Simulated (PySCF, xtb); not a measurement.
In(All)(OH)2 (C₃H₇InO₂), SMILES C=C[CH2][In]([OH])[OH]. One conformer was computed; it need not be the lowest.

Harmonic wavenumbers (cm⁻¹) from xtb with GFN2-xTB at its own minimum, in rising order: 22, 48, 75, 100, 125, 186, 265, 325, 337, 405, 422, 440, 614, 650, 667, 704, 876, 943, 991, 1018, 1021, 1168, 1282, 1385, 1422, 1654, 2988, 3007, 3020, 3084, 3129, 3626, 3678.

Problem. What does B3LYP-D3(BJ)/def2-SVP in PySCF give at its own minimum? (An estimate is asked for; the answer gives what the named calculation found.)

Solution. 19, 45, 100, 124, 139, 214, 294, 324, 386, 459, 585, 596, 683, 731, 780, 813, 917, 945, 1013, 1045, 1089, 1202, 1313, 1413, 1450, 1700, 3065, 3121, 3132, 3138, 3231, 3813, 3822. Paired by order, the mean absolute difference is 62 cm⁻¹ and the zero-point energies are 56.7 and 59.6 kcal/mol.
